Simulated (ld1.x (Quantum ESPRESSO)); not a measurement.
Rb, TM: configuration errors across variants

- Element: Rb
- Generator: ld1.x (Quantum ESPRESSO) 7.5
- Type: norm-conserving Troullier–Martins (Kleinman–Bylander form)
- Functional: LDA (PZ)
- Relativity: scalar-relativistic
- Frozen core: [Kr]
- Valence charge: 1
- Reference configuration: 5s1 5p0
- Partial waves: 5p (bound, empty): rc 3.20 bohr; 4d channel at 0.4 Ry: rc 3.40 bohr; 5s (bound): rc 4.20 bohr
- Local potential: the s channel
- Core correction: none

All-electron excitation energies from the reference (eV): (1) 5s0.5 5p0 1.659; (2) 5s0 5p1 1.620; (3) 5s1 5p0 spin -0.125; (4) 5s0.5 5p0 spin 1.616.

Spin tests fill each open shell by Hund’s rule, majority spin first.

3 further variants failed, have other tests or another functional or relativity, and are left out.

A true bound ghost makes a file unfit for plane-wave use even where its test errors are small: the radial tests pick states by their node count and pass the ghost by.

Errors AE − PS in meV (a dash: test not solved or not reliable):

```tsv
change	(1)	(2)	(3)	(4)	bound ghosts
base	+17	+85	+47	+41	p
core correction a·sin(br)/r model core inside 1.70 bohr	-2.9	-7.5	-1.1	-3.8	p
wave 4d channel at 0.4 Ry: rc 3.40 bohr becomes 4d channel at 0.4 Ry: rc 4.52 bohr	+17	+85	+47	+41	p
wave 4d channel at 0.4 Ry: rc 3.40 bohr becomes 4d channel at 3.53 Ry: rc 3.40 bohr	+17	+85	+47	+41	p
all radii scaled by about 0.81 (s 3.42, p 2.60, d 2.76 bohr)	+17	+119	+47	+41	p
local potential all-electron potential smoothed inside 3.80 bohr (lloc = -1)	+18	+89	+47	+41	p
wave 5s (bound): rc 4.20 bohr becomes 5s (bound): rc 6.28 bohr	+15	+64	+46	+39	p
```

Q: Give the same row for: wave 5p (bound): rc 3.20 bohr becomes 5p (bound): rc 2.90 bohr.

A: +17, +101, +47, +41; bound ghosts: p.
